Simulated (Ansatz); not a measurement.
H3FSi2, SMILES `F[Si][SiH3]` (lower singlet) (charge 0, multiplicity 1). This singlet lies 1.07 eV below the relaxed triplet at the level frozen-core CCSD(T)/cc-pVTZ // PBE0-D3(BJ)/def2-TZVP (Ansatz, a first-principles code).

Method: frozen-core fic-MRCISD+Q@CASSCF(2e,2o)/cc-pVTZ // PBE0-D3(BJ)/def2-TZVP (Ansatz).

Ansatz 0.2 input:
```yaml
crystal:
  periodic: [false, false, false]
  atoms:
    - { symbol: F, position_ang: [2.417337, 0.508288, -0.347001] }
    - { symbol: Si, position_ang: [1.675396, -0.756556, 0.333825] }
    - { symbol: Si, position_ang: [-0.633412, -0.020971, 0.032868] }
    - { symbol: H, position_ang: [-1.361777, -1.062837, -0.752006] }
    - { symbol: H, position_ang: [-0.808716, 1.295472, -0.641866] }
    - { symbol: H, position_ang: [-1.28883, 0.036605, 1.374179] }
basis:
  gaussian: { orbitals: cc-pVTZ }
correlation:
  method: fic_mrcisd_q
  active_space: { window: { electrons: 2, orbitals: 2 } }
```

Output:

```
Functional definition: HF
827 factors; integrals over basis functions are off by at most 7.4e-4 eV
mean field evaluation 1: about -18477.2552 eV, gradient 2.8e1 eV
mean field evaluation 2: about -18477.4008 eV, gradient 2.9e1 eV
mean field evaluation 4: about -18479.4567 eV, gradient 2.8e0 eV
mean field evaluation 8: about -18479.5249 eV, gradient 2.0e-1 eV
mean field evaluation 16: about -18479.5253 eV, gradient 2.7e-6 eV
mean field -18479.52532937 eV, -679.1100299821 hartree, gradient 2.7e-6 eV, S^2 0.000000; 0 other end points of the search recorded, 0 dependent functions left out; unrestricted orbitals would lower it
reference -18479.52532937 eV, -679.1100299821 hartree; 20, 20 occupied and 120, 120 virtual orbitals, 827 factors
state -18480.12469990 eV, -679.1320564428 hartree
contracted CI cycle   1: correlation 0.00000000 eV, 0.0000000000 hartree, residual 4.44e1 eV
contracted CI cycle   2: correlation -11.59389904 eV, -0.4260679311 hartree, residual 5.56e0 eV
contracted CI cycle   3: correlation -11.85673889 eV, -0.4357271175 hartree, residual 1.26e0 eV
contracted CI cycle   4: correlation -11.87323839 eV, -0.4363334629 hartree, residual 3.80e-1 eV
contracted CI cycle   5: correlation -11.87497143 eV, -0.4363971511 hartree, residual 1.25e-1 eV
contracted CI cycle   6: correlation -11.87514761 eV, -0.4364036254 hartree, residual 3.71e-2 eV
contracted CI cycle   7: correlation -11.87516210 eV, -0.4364041578 hartree, residual 1.12e-2 eV
contracted CI cycle   8: correlation -11.87516349 eV, -0.4364042090 hartree, residual 3.52e-3 eV
contracted CI cycle   9: correlation -11.87516361 eV, -0.4364042136 hartree, residual 9.40e-4 eV
contracted CI cycle  10: correlation -11.87516362 eV, -0.4364042139 hartree, residual 3.21e-4 eV
state -18480.12469990 eV, -679.1320564428 hartree; corrected -18493.51132991 eV, -679.6240060218 hartree
Total energy: -18493.51132991 eV, -679.6240060218 hartree
```
